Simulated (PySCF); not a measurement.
C4H5BF2. Atoms are numbered in the order given.

```xyz
12

C      2.4449    -0.3755    -0.4895
C      1.1598    -0.2086    -0.1180
C      0.3515    -0.7648     1.0614
C     -1.0135    -0.4839     0.3458
F     -2.0321     0.0398     1.1227
B     -0.1646     0.4266    -0.6616
F     -0.4609     1.4149    -1.4964
H      2.8338     0.0966    -1.4070
H      3.1561    -0.9862     0.0948
H      0.4410    -0.1080     1.9544
H      0.5494    -1.8113     1.3757
H     -1.3762    -1.4191    -0.1448
```

Coordinates come from a PBE-D3(BJ)/def2-SVP optimisation. The structure was generated by enumeration; whether it is a known compound was not checked.

Computed with PySCF with PBE-D3(BJ)/def2-SVP.

Frequencies are harmonic and unscaled.

Computed vibrational spectrum:
```json
[
 {"mode": "1", "ν (cm⁻¹)": "79", "IR (km/mol)": "0.1", "moving atoms (share of kinetic energy)": "C 48 %, F 28 %, H 24 %"},
 {"mode": "2", "ν (cm⁻¹)": "152", "IR (km/mol)": "2.5", "moving atoms (share of kinetic energy)": "F 67 %, C 13 %, B 13 %"},
 {"mode": "3", "ν (cm⁻¹)": "219", "IR (km/mol)": "1.0", "moving atoms (share of kinetic energy)": "C 40 %, F 33 %, H 18 %, B 9 %"},
 {"mode": "4", "ν (cm⁻¹)": "240", "IR (km/mol)": "0.6", "moving atoms (share of kinetic energy)": "C 47 %, H 24 %, F 24 %"},
 {"mode": "5", "ν (cm⁻¹)": "323", "IR (km/mol)": "7.6", "moving atoms (share of kinetic energy)": "C 47 %, F 32 %, H 15 %"},
 {"mode": "6", "ν (cm⁻¹)": "474", "IR (km/mol)": "5.5", "moving atoms (share of kinetic energy)": "C 42 %, H 36 %, F 16 %"},
 {"mode": "7", "ν (cm⁻¹)": "525", "IR (km/mol)": "1.6", "moving atoms (share of kinetic energy)": "C 58 %, F 28 %, H 10 %"},
 {"mode": "8", "ν (cm⁻¹)": "572", "IR (km/mol)": "6.9", "moving atoms (share of kinetic energy)": "H 68 %, C 15 %, B 14 %"},
 {"mode": "9", "ν (cm⁻¹)": "638", "IR (km/mol)": "6.4", "moving atoms (share of kinetic energy)": "F 35 %, C 28 %, H 25 %, B 12 %"},
 {"mode": "10", "ν (cm⁻¹)": "720", "IR (km/mol)": "4.2", "moving atoms (share of kinetic energy)": "H 40 %, B 28 %, C 24 %, F 8 %"},
 {"mode": "11", "ν (cm⁻¹)": "828", "IR (km/mol)": "10.1", "moving atoms (share of kinetic energy)": "C 48 %, H 37 %, B 8 %"},
 {"mode": "12", "ν (cm⁻¹)": "880", "IR (km/mol)": "17.3", "moving atoms (share of kinetic energy)": "H 48 %, C 42 %, B 9 %"},
 {"mode": "13", "ν (cm⁻¹)": "932", "IR (km/mol)": "26.9", "moving atoms (share of kinetic energy)": "H 70 %, C 27 %"},
 {"mode": "14", "ν (cm⁻¹)": "937", "IR (km/mol)": "104.9", "moving atoms (share of kinetic energy)": "B 48 %, H 27 %, C 21 %"},
 {"mode": "15", "ν (cm⁻¹)": "965", "IR (km/mol)": "19.3", "moving atoms (share of kinetic energy)": "C 72 %, H 22 %"},
 {"mode": "16", "ν (cm⁻¹)": "1029", "IR (km/mol)": "21.7", "moving atoms (share of kinetic energy)": "H 69 %, C 28 %"},
 {"mode": "17", "ν (cm⁻¹)": "1099", "IR (km/mol)": "7.7", "moving atoms (share of kinetic energy)": "H 53 %, C 33 %, F 9 %"},
 {"mode": "18", "ν (cm⁻¹)": "1123", "IR (km/mol)": "56.8", "moving atoms (share of kinetic energy)": "C 46 %, H 42 %, F 11 %"},
 {"mode": "19", "ν (cm⁻¹)": "1157", "IR (km/mol)": "5.0", "moving atoms (share of kinetic energy)": "C 48 %, H 46 %"},
 {"mode": "20", "ν (cm⁻¹)": "1193", "IR (km/mol)": "2.5", "moving atoms (share of kinetic energy)": "H 67 %, C 26 %"},
 {"mode": "21", "ν (cm⁻¹)": "1301", "IR (km/mol)": "20.4", "moving atoms (share of kinetic energy)": "H 57 %, C 30 %, B 9 %"},
 {"mode": "22", "ν (cm⁻¹)": "1371", "IR (km/mol)": "15.9", "moving atoms (share of kinetic energy)": "H 82 %, C 9 %"},
 {"mode": "23", "ν (cm⁻¹)": "1376", "IR (km/mol)": "11.4", "moving atoms (share of kinetic energy)": "H 82 %, C 14 %"},
 {"mode": "24", "ν (cm⁻¹)": "1441", "IR (km/mol)": "305.6", "moving atoms (share of kinetic energy)": "B 59 %, H 15 %, F 14 %, C 12 %"},
 {"mode": "25", "ν (cm⁻¹)": "1687", "IR (km/mol)": "66.9", "moving atoms (share of kinetic energy)": "C 91 %"},
 {"mode": "26", "ν (cm⁻¹)": "2942", "IR (km/mol)": "17.6", "moving atoms (share of kinetic energy)": "H 92 %"},
 {"mode": "27", "ν (cm⁻¹)": "2969", "IR (km/mol)": "9.3", "moving atoms (share of kinetic energy)": "H 95 %"},
 {"mode": "28", "ν (cm⁻¹)": "3032", "IR (km/mol)": "11.0", "moving atoms (share of kinetic energy)": "H 90 %, C 10 %"},
 {"mode": "29", "ν (cm⁻¹)": "3053", "IR (km/mol)": "12.2", "moving atoms (share of kinetic energy)": "H 95 %"},
 {"mode": "30", "ν (cm⁻¹)": "3150", "IR (km/mol)": "4.6", "moving atoms (share of kinetic energy)": "H 89 %, C 11 %"}
]
```
